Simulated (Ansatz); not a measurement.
Input for Ansatz (an electronic-structure program): R-PBE/def2-TZVPP on H2MgS (SMILES [MgH][SH]), atoms moved off the minimum.

Ansatz 0.2 input:
```yaml
crystal:
  periodic: [false, false, false]
  atoms:
    - {symbol: Mg, position_ang: [-0.73372659, -0.53354779, -0.86892208]}
    - {symbol: H, position_ang: [-1.63125003, -1.19384971, -2.22136973]}
    - {symbol: S, position_ang: [0.54601626, 0.44051793, 0.80559872]}
    - {symbol: H, position_ang: [0.76689468, -0.54982429, 1.42887067]}
basis:
  gaussian:
    orbitals: def2-TZVPP
hamiltonian:
  xc: {name: PBE}
scf: {lower_state_search: off}
output: {forces: true}
```

Output:

```
WARN ansatz: RAYON_NUM_THREADS=1 ignored (pool sized by the plan → 1); use --threads N
Functional definition: PBE
these checks for a lower state are left out or cut short: stability, starts, cluster_reference, orbital_swaps, neighbouring_geometries, increment
integrals: 0.03 GiB planned
690 factors; their error is unknown
mean field: 0.21 GiB planned
mean field evaluation 1: about -16301.6626 eV, gradient 3.0e1 eV
mean field evaluation 2: about -16296.6570 eV, gradient 5.1e1 eV
mean field evaluation 4: about -16304.7756 eV, gradient 2.5e0 eV
mean field evaluation 8: about -16304.7965 eV, gradient 2.7e-2 eV
mean field evaluation 16: about -16304.7876 eV, gradient 8.0e-6 eV
mean field -16304.78761075 eV, -599.1898929130 hartree, gradient 3.1e-6 eV, S^2 0.000000; 0 other end points of the search recorded, 0 dependent functions left out
the calculation of the forces begins
reference -16304.78765048 eV, -599.1898943732 hartree; 15, 15 occupied and 87, 87 virtual orbitals, 690 factors
Total energy: -16304.78765048 eV, -599.1898943732 hartree
Atom 0 at    -0.733727    -0.533548    -0.868922 Å, force    -0.099206    -0.128731    -0.240288 eV/Å
Atom 1 at    -1.631250    -1.193850    -2.221370 Å, force     0.190281     0.154582     0.335439 eV/Å
Atom 2 at     0.546016     0.440518     0.805599 Å, force    -1.213041     5.197214    -3.319863 eV/Å
Atom 3 at     0.766895    -0.549824     1.428871 Å, force     1.121966    -5.223065     3.224713 eV/Å
Dipole moment:    -0.117850    -0.213284    -0.048497 e Å
Checks for a lower state left out: stability, starts, cluster_reference, orbital_swaps, neighbouring_geometries, increment
```

The calculation finished and met its thresholds.

Cost: very roughly 0.8 core-seconds.
